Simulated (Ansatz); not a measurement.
Species: sum formula AlH$_{2}$Br, net charge 0, singlet state. SMILES: [AlH2][Br]
Geometry from a B3LYP-D3(BJ)/def2-TZVP (Ansatz, an electronic-structure program) optimisation:
```xyz
4

Al    -1.5565     0.0585    -0.0267
Br     0.7086    -0.0266     0.0121
H     -2.2306     1.4757    -0.0359
H     -2.3349    -1.3043    -0.0424
```

Computed values are from Ansatz. Cores are frozen in the correlated levels unless marked. UHF or UKS for open shells. Spin-orbit coupling is left out. Frozen are the shells of the preceding noble gas and the d and f shells that filled before the atom's block. No relativistic terms. CBS marks a two-point X^-3 extrapolation of the correlation energy; Hartree-Fock from the larger set.

```
Property                                                                                    Result
-------------------------------------------  -----------------------------------------------------
atomisation energy De                         983.7 kJ/mol at CCSD(T)/CBS(def2-TZVPPD,def2-QZVPPD)
vertical ionisation energy (to the doublet)       10.97 eV at CCSD(T)/CBS(def2-TZVPPD,def2-QZVPPD)
total energy                                 -2815.9439 Eh at CCSD(T)/CBS(def2-TZVPPD,def2-QZVPPD)
dipole moment                                                          1.26 D at CCSD(T)/def2-SVPD
T1 diagnostic                                                            0.009 at CCSD/def2-QZVPPD
```
